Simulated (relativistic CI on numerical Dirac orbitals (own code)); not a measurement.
**Hyperfine structure of Mo28+, mass number 95**

Calculated at this level of theory: Dirac-Coulomb-Breit CI, KLI orbitals optimised for each configuration, model QED (radiative potential, 1s self-energy scaled to tabulated hydrogen-like ionisation energies), unscaled Slater integrals (own radial code, finite nucleus).

Configurations in the expansion (outside the closed core [Ne]): 3s²3p², 3s3p³, 3s²3p3d, 3p⁴, 3s3p²3d, 3p³3d, 3s3p3d², 3s²3d4p, 3p³4s, 3s3p3d4s, 3p³4p, 3s²3p4s, 3s²3d², 3s3d³, 3p²3d², 3p3d³, 3p3d²4s, 3s²3d4s, 3s3d²4s, 3s3p3d4p, 3s3d²4p, 3p3d²4p, 3s3d4s4p. Double excitations out of closed p, d and f shells are left out; levels of such configurations are missing from the list, as are those of other unlisted configurations, and high levels can miss mixing partners.

Nuclear spin I = 5/2, μ = -0.9132 μN, Q = -0.022 b (tables of Stone and Pyykkö). The electronic factors are computed for point nuclear moments, without core polarisation or the Bohr-Weisskopf and QED corrections.

| Level | E (cm⁻¹) | A (MHz) | B (MHz) |
| --- | --- | --- | --- |
| 3s²3p² ³P1 | 160540 | 1750 | -598 |
| 3s3p³ ⁵S°2 | 694578 | -53220 | -432 |
| 3s3p³ ³D°1 | 820300 | 25900 | -953 |
| 3s3p³ ³D°2 | 867191 | -36290 | -1060 |
| 3s3p³ ³D°3 | 920287 | -45580 | 171 |
| 3s3p³ ³P°1 | 1019391 | -47260 | 1010 |
| 3s²3p3d ³F°2 | 1071504 | -15360 | -170 |

Levels with J = 0, under 50 % of one LS term, or S terms without an open s electron are left out. Small factors come from cancelling terms and can be off by tens of per cent or more.

At this charge energies of transitions that change n are usually good to better than 1 %, and those within a shell (Δn = 0) to a few per cent.

(1) Give the hyperfine levels of 3s²3p² ³P1 relative to its centre of gravity.

Answers

(1) With K = F(F + 1) − I(I + 1) − J(J + 1), E = AK/2 + B[¾K(K + 1) − I(I + 1)J(J + 1)]/[2I(2I − 1)J(2J − 1)]: F = 3/2: -6545, F = 5/2: -1272, F = 7/2: 4226 MHz.

LS names give the leading component of a level, which can be under half, so a name can repeat, a term be missing and a line seem to break the LS rules.
